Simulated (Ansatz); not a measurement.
`[F][Hf]([I])([I])[I]`, 5 atoms. Total charge 0; spin multiplicity 1. Correlated methods include outer-core shells of Hf, I, which these sets cover unevenly. Hf, I: def2 effective core potential. All runs use 4 threads of an Arm Neoverse V1 on a shared host. Correlated methods freeze the cores.

Task: How many basis functions does each run have, and how long does it take in Ansatz? direct RPA on PBE orbitals/def2-TZVPP energy; RKS PBE0-D4/def2-QZVPP energy; RKS PBE0-D4/def2-SVP energy; RHF-CCSD(T)/def2-SVP energy; RKS ωB97M-V/def2-QZVPP energy; RKS PBE0-D4/def2-TZVP frequencies; RKS ωB97X-V/def2-TZVPP energy; RKS LC-ωPBE/def2-TZVPP energy; RKS ωB97M-V/def2-SVP energy; RKS r2SCAN-D4/def2-TZVPP energy and forces; RKS PBE0-D4/def2-TZVP relaxation (4 steps); RHF-MP2/def2-TZVPP energy. (Estimate.)

Result: Computed: Other jobs shared the machine, so times are rough.

```tsv
level	job	functions	wall time	peak host memory (GiB)
RKS PBE0-D4/def2-SVP	energy	124	2.7 s	0.38
RKS LC-ωPBE/def2-TZVPP	energy	237	4.6 s	0.56
RHF-MP2/def2-TZVPP	energy	237	7 s	0.81
RKS r2SCAN-D4/def2-TZVPP	energy and forces	237	8 s	0.42
RKS PBE0-D4/def2-QZVPP	energy	384	12 s	1.8
direct RPA on PBE orbitals/def2-TZVPP	energy	237	12 s	0.91
RKS ωB97M-V/def2-SVP	energy	124	13 s	0.58
RKS ωB97X-V/def2-TZVPP	energy	237	16 s	1.2
RKS ωB97M-V/def2-QZVPP	energy	384	28 s	2.1
RKS PBE0-D4/def2-TZVP	relaxation (4 steps)	221	36 s	0.84
RHF-CCSD(T)/def2-SVP	energy	124	41 s	1.1
RKS PBE0-D4/def2-TZVP	frequencies	221	2.5 min	0.84
```

LC-ωPBE has ω = 0.4 bohr⁻¹.
